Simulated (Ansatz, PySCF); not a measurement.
Donor–acceptor adduct: AlH3 (SMILES [AlH3]) (first 4 atoms) with CHN (SMILES C#N); geometry from B3LYP-D3(BJ)/def2-TZVP, rigid monomers moved along the line of their centres of mass till Al1···N6 is 2.37 Å.
(charge 0, multiplicity 1):
```csv
atom,x (Å),y (Å),z (Å)
Al,-0.1616,0.3641,0.2628
H,1.2536,0.8243,-0.2996
H,-1.2365,1.4889,0.5949
H,-0.6908,-1.0821,-0.1362
C,0.8286,-0.3567,3.5550
N,0.5068,-0.1242,2.4862
H,1.1301,-0.5741,4.5560
```

Interaction energies are E(AB) − E(A) − E(B) at the monomers' geometry in the complex; basis-set methods are counterpoise corrected.

Correlated levels freeze the cores. CBS: X⁻³ extrapolation of the correlation energy, Hartree–Fock from the larger set.

Programs: Ansatz (a quantum-chemistry and plane-wave program); PySCF for the dispersion terms. Each number belongs to the level named beside it.

PBE/def2-TZVPPD gives -17.49 kcal/mol for the interaction energy.

Q: How do the other levels lie against it? Give each less PBE: PBE-D3(BJ)/def2-TZVPPD, r2SCAN/def2-TZVPPD, B3LYP/def2-TZVPPD, wB97M-V/def2-TZVPPD, MP2/CBS(aug-cc-pV(D+d)Z, aug-cc-pV(T+d)Z), CCSD(T)/CBS(aug-cc-pV(D+d)Z, aug-cc-pV(T+d)Z).

A: PBE-D3(BJ)/def2-TZVPPD -0.94; r2SCAN/def2-TZVPPD -1.22; B3LYP/def2-TZVPPD 1.39; wB97M-V/def2-TZVPPD -0.64; MP2/CBS(aug-cc-pV(D+d)Z, aug-cc-pV(T+d)Z) -1.22; CCSD(T)/CBS(aug-cc-pV(D+d)Z, aug-cc-pV(T+d)Z) -0.65 kcal/mol. 1 of 6 lie above PBE; the widest gap is to B3LYP/def2-TZVPPD.
